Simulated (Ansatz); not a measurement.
## One reagent, a row of partners

Four-centre ligand exchange: H₂ meets different compounds of Zr. Each row is one chosen step, not always the lowest open to these reactants.

Gas-phase electronic energies, without zero-point energy, by CCSD(T) at an estimated basis limit (MP2 extrapolated from triple and quadruple zeta, plus CCSD(T) − MP2 in triple zeta); Ansatz 0.2.0, def2-TZVPP and QZVPP, frozen cores, core potentials past krypton, on PBE0-D4/def2-TZVP structures. Extrapolation: Hartree–Fock as exp(−7.88 √X), correlation as X^−2.97. All energies, in kJ/mol, count from the separated reactants, without counterpoise correction; the start and end structures are the complexes reached by relaxing down from the saddle, and deeper ones may exist. Brackets give SMILES, or, where every atom is bracketed, only which atoms are joined. Steps whose reference was doubtful or whose search ended elsewhere are left out.

| reactants | products | broken | formed | start structure | saddle | end structure | saddle by PBE0-D4/TZ |
| --- | --- | --- | --- | --- | --- | --- | --- |
| ZrHOF₃ ([OH][Zr]([F])([F])[F]) + H₂ | ZrHF₃ ([F][ZrH]([F])[F]) + H₂O, still joined by a dative O–Zr bond | H–H, O–Zr | H–O, H–Zr | -7.1 | 137.7 | 86.0 | 121.7 |
| ZrHCl₃O ([OH][Zr]([Cl])([Cl])[Cl]) + H₂ | ZrHCl₃ ([Cl][ZrH]([Cl])[Cl]) + H₂O, still joined by a dative O–Zr bond | H–H, O–Zr | H–O, H–Zr | -3.7 | 146.4 | 93.0 | 130.4 |
| ZrCl₄ ([Cl][Zr]([Cl])([Cl])[Cl]) + H₂ | ZrHCl₃ ([Cl][ZrH]([Cl])[Cl]) + HCl, still joined by a dative Cl–Zr bond | Cl–Zr, H–H | Cl–H, H–Zr | -2.0 | ? | 169.3 | 165.9 |

(1) What is the height of the saddle for ZrCl₄ ([Cl][Zr]([Cl])([Cl])[Cl]) + H₂? (An estimate is asked for; the value comes from the calculation.)

(2) How do the PBE0-D4 saddles lie against the coupled-cluster estimate?

T1 diagnostic: at most 0.018. The outer cores of Zr are correlated in sets not built for that, so values that involve them are less sure.

For scale, one of the runs: CCSD(T)/def2-TZVPP, 255 basis functions, launched by `ansatz run in.yaml --threads 8 --pin off --events-out ev --progress --plain --max-ram 19148MiB`. Hardware: 8 CPU threads of an Arm Neoverse V1, shared host. Wall time 3.3 min; peak host memory 6 GiB.

## Answers

(1) By the calculation: 171.8 kJ/mol relative to the separated reactants, the highest of the series; above its start structure the barrier is 171.8 − (-2.0) ≈ 173.8 kJ/mol.

(2) All lower, by 6.0 to 16.0 kJ/mol.
